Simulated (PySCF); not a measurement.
Species: C2H3O4S (charge -1).
SMILES: `O=C(O)C[S@@](=O)[O-]`

The closed-shell SCF was solved with PySCF and density fitting under several settings on one GFN2-xTB geometry (grid level 2 and gas phase unless stated).

```tsv
settings	basis functions	SCF cycles	E (Eh)	HOMO (eV)	LUMO (eV)
PBE0/pcSseg-1	141	16	-776.5369	-1.12	3.95
revPBE/pcSseg-1, IEF-PCM tetrahydrofuran, start guess huckel, damping 0.2 at the start, DIIS from the seventh cycle	141	23	-776.9935	-3.68	-0.45
```

Estimate the row for these settings: HCTH407/pcSseg-1, IEF-PCM chloroform, start guess sap, energy threshold 1e-07 Eh.

```json
{"settings": "HCTH407/pcSseg-1, IEF-PCM chloroform, start guess sap, energy threshold 1e-07 Eh", "basis functions": "141", "SCF cycles": "14", "E (Eh)": "-777.1294", "HOMO (eV)": "-3.54", "LUMO (eV)": "-0.32"}
```

Over all rows, what range does the HOMO–LUMO gap span?

From 3.22 eV (HCTH407/pcSseg-1, IEF-PCM chloroform, start guess sap, energy threshold 1e-07 Eh) to 5.07 eV (PBE0/pcSseg-1). The functional of the narrowest has no exact exchange, that of the widest 25 % exact exchange.

Whole jobs, the steps after the SCF included, on an Arm Neoverse V1 with one thread, shared host:

```tsv
settings	work after the SCF	wall time	peak memory
PBE0/pcSseg-1	shieldings, charges and field gradients, density and orbital grids written	22 s	0.68 GiB
revPBE/pcSseg-1, IEF-PCM tetrahydrofuran, start guess huckel, damping 0.2 at the start, DIIS from the seventh cycle	shieldings, charges and field gradients	16 s	0.73 GiB
HCTH407/pcSseg-1, IEF-PCM chloroform, start guess sap, energy threshold 1e-07 Eh	shieldings	13 s	0.73 GiB
```

Cycle counts include a coarse-grid stage where the run had one. The structure is a single GFN2-xTB conformer; no vibrational corrections.

The values belong to the conformer `[O:1]=[C:2]([OH:3])[CH2:4][S@@:5](=[O:6])[O-:7]`: O1–C2–C4–S5 -82°, C2–C4–S5–O6 -179°, H–O3–C2–O1 8°.
